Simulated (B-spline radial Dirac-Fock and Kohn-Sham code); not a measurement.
Muonic isotope shifts in thulium

Level of theory: the Dirac equation of a negative muon with reduced mass in the field of a spherical finite nucleus, with the Uehling potential to all orders; nuclear polarisation, deformation, hyperfine structure, self-energy, higher-order vacuum polarisation, relativistic recoil and electron screening are left out; an atomic code on a B-spline grid. Nuclear charge: Fermi distribution (skin thickness 2.3 fm); radii from Angeli and Marinova (2013). Reference ¹⁶³Tm, radius 5.1849 fm: 2p3/2 → 1s1/2 5056 keV, 3d5/2 → 2p3/2 1828 keV.

```csv
A,radius (fm),δ⟨r²⟩ (fm²),shift 2p3/2 → 1s (keV),shift 3d5/2 → 2p3/2 (keV)
153,5.0643,-1.236,+87.42,+5.24
154,5.0755,-1.122,+79.20,+4.76
156,5.0976,-0.898,+63.06,+3.81
157,5.114,-0.730,+51.12,+3.10
158,5.1235,-0.633,+44.23,+2.69
159,5.1392,-0.472,+32.86,+2.00
160,5.1504,-0.357,+24.78,+1.51
161,5.1616,-0.241,+16.71,+1.02
162,5.1713,-0.141,+9.75,+0.60
164,5.1906,+0.059,-4.07,-0.25
165,5.2004,+0.161,-11.07,-0.68
166,5.2046,+0.205,-14.06,-0.86
167,5.2129,+0.291,-19.97,-1.23
168,5.217,+0.334,-22.88,-1.40
169,5.2256,+0.424,-28.98,-1.79
170,5.2303,+0.473,-32.31,-1.99
171,5.2388,+0.562,-38.33,-2.37
172,5.2411,+0.586,-39.95,-2.47
```

Values without a named source are computed, but for edge energies of neutral atoms, which are taken from tables.
